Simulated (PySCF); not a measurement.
## Excitation energy of Ti²⁺ by level of theory

Ti²⁺ [Ar] 3d2 (3F) → Ti²⁺ [Ar] 3d1 4s1 (3D), as a difference of total energies. Calculation: PySCF 2.14, in x2c-TZVPPall (6s5p4d2f1g, 64 functions); scalar relativity by spin-free X2C-1e. Correlated levels: valence: [Ar] frozen. The calculations carry no spin-orbit coupling.

```
           method  excitation energy (eV)
              UHF                   4.656
    MP2 (valence)                   4.690
SCS-MP2 (valence)                   4.667
   CCSD (valence)                   4.698
```

**Question.** How much does correlation contribute at MP2 (valence)?

**Answer.** 4.690 − (4.656) = 0.034 eV, measured against UHF.

The basis was made for the ground configuration and has no added diffuse functions, so the excitation energy can come out too high.

With two correlated electrons CCSD is exact in that space.
